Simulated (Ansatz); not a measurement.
GeCl₃F⁺, that is GeFCl3 with one electron fewer. The state is a doublet with charge 1. Geometry PBE0-D4/def2-SVP.

```xyz
5

Ge   -0.049   -0.202   -0.197
F    -1.590   -0.832   -0.476
Cl   -0.160    1.973    0.059
Cl    1.496   -0.937   -1.342
Cl    0.302   -0.002    1.957
```

Estimate the α-spin orbital energies around the gap (eV) in Ansatz with PBE-D4/def2-TZVP, PBE0-D4/def2-TZVP.


| orbital | PBE-D4/def2-TZVP | PBE0-D4/def2-TZVP |
| --- | --- | --- |
| HOMO−5 | -15.47 | -17.22 |
| HOMO−4 | -15.18 | -16.79 |
| HOMO−3 | -14.60 | -16.18 |
| HOMO−2 | -14.48 | -16.10 |
| HOMO−1 | -14.15 | -15.61 |
| HOMO | -14.09 | -15.59 |
| LUMO | -9.35 | -8.37 |
| LUMO+1 | -7.24 | -6.33 |
| LUMO+2 | -6.02 | -5.08 |
| LUMO+3 | -5.18 | -4.16 |
| LUMO+4 | -2.19 | -1.23 |
| LUMO+5 | -1.44 | -0.49 |
| β HOMO | -14.08 | -15.57 |
| β LUMO | -13.36 | -12.56 |
